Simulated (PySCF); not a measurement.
ClCrO2, charge +1, singlet, geometry from GFN2-xTB (such geometries of metal compounds can be far from the true shape) (the multiplicity is a formal guess); BLYP/3-21G in PySCF.

Here is a job for PySCF.
```python
from pyscf import gto, scf, dft

mol = gto.Mole()
mol.atom = '''
    Cr    0.30551309   -0.01734383    0.39439997
    O     1.49897309   -0.68849015   -0.32476441
    O    -0.54284806   -0.99267836    1.24350979
    Cl   -0.88125379    0.81562353   -0.98915073
'''
mol.basis = '3-21g'
mol.charge = 1
mol.verbose = 4
mol.build()

mf = dft.RKS(mol)
mf.xc = 'blyp'
mf.kernel()
mf.analyze()
```

The log (banner, timings and long lists left out):

```
PySCF version 2.14.0

[INPUT] verbose = 4
[INPUT] num. atoms = 4
[INPUT] num. electrons = 56
[INPUT] charge = 1
[INPUT] spin (= nelec alpha-beta = 2S) = 0
[INPUT] symmetry False subgroup None
[INPUT] Mole.unit = angstrom
[INPUT] Symbol           X                Y                Z      unit          X                Y                Z       unit  Magmom
[...]
nuclear repulsion = 301.935460796035
number of shells = 28
number of NR pGTOs = 111
number of NR cGTOs = 58
basis = 3-21g
ecp = {}

******** <class 'pyscf.dft.rks.RKS'> ********
method = RKS
initial guess = minao
damping factor = 0
level_shift factor = 0
DIIS = <class 'pyscf.scf.diis.CDIIS'>
diis_start_cycle = 1
diis_space = 8
diis_damp = 0
SCF conv_tol = 1e-09
SCF conv_tol_grad = None
SCF max_cycles = 50
direct_scf = True
direct_scf_tol = 1e-13
XC library pyscf.dft.libxc version 7.1.2
    S. Lehtola, C. Steigemann, M. J. T. Oliveira, and M. A. L. Marques,  SoftwareX 7, 1–5 (2018)
XC functionals = blyp
    A. D. Becke,  Phys. Rev. A 38, 3098 (1988)
    C. Lee, W. Yang, and R. G. Parr,  Phys. Rev. B 37, 785 (1988)
    B. Miehlich, A. Savin, H. Stoll, and H. Preuss,  Chem. Phys. Lett. 157, 200 (1989)
radial grids:
    Treutler-Ahlrichs [JCP 102, 346 (1995); DOI:10.1063/1.469408] (M4) radial grids

becke partition: Becke, JCP 88, 2547 (1988); DOI:10.1063/1.454033
pruning grids: <function nwchem_prune>
grids dens level: 3
symmetrized grids: False
atomic radii adjust function: <function treutler_atomic_radii_adjust>
small_rho_cutoff = 0
Set gradient conv threshold to 3.16228e-05
Initial guess from minao.
tot grids = 67952
init E= -1646.43311553879
[...]
cycle= 1 E= -1646.5652122849  delta_E= -0.132  |g|= 0.976  |ddm|= 2.83
[...]
cycle= 2 E= -1634.57898049944  delta_E=   12  |g|= 7.43  |ddm|= 4.03
[...]
cycle= 3 E= -1646.42139133191  delta_E= -11.8  |g|= 1.26  |ddm|= 3.53
[...]
cycle= 4 E= -1646.45133232441  delta_E= -0.0299  |g|= 1.26  |ddm|= 1.47
[...]
cycle= 5 E= -1646.68906986493  delta_E= -0.238  |g|= 0.622  |ddm|= 0.618
[...]
cycle= 6 E= -1646.71807880101  delta_E= -0.029  |g|= 0.432  |ddm|= 0.105
[...]
cycle= 7 E= -1646.74403618829  delta_E= -0.026  |g|= 0.0603  |ddm|= 0.142
[...]
cycle= 8 E= -1646.7448014303  delta_E= -0.000765  |g|= 0.0368  |ddm|= 0.0634
[...]
cycle= 9 E= -1646.74489049988  delta_E= -8.91e-05  |g|= 0.0279  |ddm|= 0.0193
[...]
cycle= 10 E= -1646.74501774824  delta_E= -0.000127  |g|= 0.00912  |ddm|= 0.0158
[...]
cycle= 11 E= -1646.74502953711  delta_E= -1.18e-05  |g|= 0.00186  |ddm|= 0.00415
[...]
cycle= 12 E= -1646.74503050605  delta_E= -9.69e-07  |g|= 0.000174  |ddm|= 0.0017
[...]
cycle= 13 E= -1646.74503051053  delta_E= -4.48e-09  |g|= 1.6e-05  |ddm|= 5.79e-05
[...]
cycle= 14 E= -1646.74503051058  delta_E= -4.77e-11  |g|= 1.87e-06  |ddm|= 6.85e-06
[...]
Extra cycle  E= -1646.74503051054  delta_E= 4.37e-11  |g|= 1.48e-05  |ddm|= 1.09e-05
converged SCF energy = -1646.74503051054
**** SCF Summaries ****
Total Energy =                       -1646.745030510537163
Nuclear Repulsion Energy =             301.935460796035272
One-electron Energy =                -2852.914822020226438
Two-electron Energy =                  904.234330713653776
Two-electron Coulomb Energy =          997.632093127626717
DFT Exchange-Correlation Energy =      -93.397762413972984
HOMO-LUMO gap [eV] =                     1.529150009643878
**** MO energy ****
[...]
 ** Mulliken pop on meta-lowdin orthogonal AOs  **
 ** Mulliken pop  **
 ** Mulliken atomic charges  **
charge of    0Cr =      1.39607
charge of    1O =     -0.16778
charge of    2O =     -0.16778
charge of    3Cl =     -0.06050

WARN: System has nonzero charge 1; the dipole moment is origin-dependent.
Location of origin: [0. 0. 0.]

Dipole moment(X, Y, Z, Debye):  1.43110,  1.89704,  2.23118
```
